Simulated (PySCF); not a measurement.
**Electron correlation in Mg (magnesium, neutral)**

[Ne] 3s2, closed-shell 1S. All numbers are calculated (PySCF 2.14, no relativity, point nucleus, in def2-SVP). Frozen: [Ne]; 2 electrons correlated.

Total MP2 correlation energy: -20.11 mhartree.

Same-spin part 0.00 and opposite-spin part -20.11 mhartree; SCS-MP2 scales them by 1/3 and 6/5 to -24.13 mhartree.

With two correlated electrons CCSD is exact within the correlated space (frozen core and kept virtual orbitals).

| level | correlation energy (mhartree) |
| --- | --- |
| CCSD | -31.95 |

Diagnostics: T1 = 0.012, D1 = 0.0165, largest double amplitude 0.136.

Problem. Is a single reference adequate?

Solution. Mostly. T1 lies below 0.03, but a double amplitude of this size points to a near-degeneracy that CCSD handles and MP2 describes poorly.
